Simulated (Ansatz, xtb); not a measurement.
Ranking isomers of C2H5F3GeSi

4 gas-phase structures of C2H5F3GeSi, from a drawn sample of its isomers (lower ones may exist). Each was relaxed with GFN2-xTB:

A. `F[C@H]1[GeH2][SiH2]C1(F)F`, a singlet
B. `F/[C](=C/[SiH3])[GeH]([F])[F]`, a singlet
C. `FC(F)=C(F)[SiH2][GeH3]`, a singlet
D. `F[C@@H]1[C@@H](F)[GeH2][Si@@H]1F`, a singlet

**Question.** Which do you expect lowest at r2SCAN-D4/def2-SVP//GFN2-xTB, and how would the others follow?

**Answer.** Calculated order at r2SCAN-D4/def2-SVP//GFN2-xTB: B (0.0), D (61.5), A (201.9), C (223.0) kJ/mol.

Energies above the lowest of each column, in kJ/mol; the last columns are at r2SCAN-D4/def2-SVP geometries and were run for some of them only (a dash: not run or not comparable):

| structure | GFN2-xTB | HF/STO-3G | r2SCAN-D4/def2-SVP//GFN2-xTB | r2SCAN-D4/def2-SVP | CCSD(T)/def2-SVP + ΔMP2/def2-TZVPP |
| --- | --- | --- | --- | --- | --- |
| B | 0.0 | 55.4 | 0.0 | 0.0 | 0.0 |
| D | 60.9 | 0.0 | 61.5 | 62.9 | 70.7 |
| A | 209.7 | 47.0 | 201.9 | 201.7 | 240.0 |
| C | 233.6 | 38.4 | 223.0 | – | – |

CCSD(T)/def2-SVP + ΔMP2/def2-TZVPP puts B lowest of those it was run on; HF/STO-3G picks D. Flexible structures stand in one conformer each, not always the lowest. Frequencies (GFN2-xTB) were run for A, B, D alone. The ΔMP2 step shifts differences by up to 24.0 kJ/mol, which makes them less sure. ΔMP2 is the change of the MP2 energy from the smaller to the larger basis.

Over these structures GFN2-xTB departs from r2SCAN-D4/def2-SVP//GFN2-xTB by 4.8 kJ/mol on average once a common shift is removed. A GFN2-xTB relaxation took about 0.15 s and the r2SCAN-D4/def2-SVP//GFN2-xTB energy about 1.8 s on a shared host (Ansatz 0.2.0, xtb 6.7.1).
